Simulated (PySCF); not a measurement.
C4H5FO, SMILES C[C@@H]1OC=C1F. The structure is a stationary point at PBE-D3(BJ)/def2-SVP. The structure was generated by enumeration; whether it is a known compound was not checked.

All values below come from PBE-D3(BJ)/def2-SVP (PySCF 2.14.0).

Harmonic wavenumbers (cm⁻¹): 182, 237, 252, 358, 451, 567, 673, 783, 804, 838, 987, 1011, 1052, 1119, 1140, 1246, 1257, 1327, 1347, 1407, 1412, 1715, 2979, 3002, 3071, 3085, 3185. Rotational constants (GHz): 5.466, 3.534, 2.339; symmetry number 1.

Q: Work out the zero-point energy and the ideal-gas rigid-rotor harmonic-oscillator thermochemistry at 298.15 K and 1 atm.

A: ZPE = ½ Σ hcν = ½ × 35487 cm⁻¹ = 212.26 kJ/mol. H − E(el) = 229.88 kJ/mol. Entropy in J/(mol K): translation 164.60, rotation 110.32, vibration 40.80, total 315.71. G − E(el) = 135.75 kJ/mol. Cp = 94.61 J/(mol K).
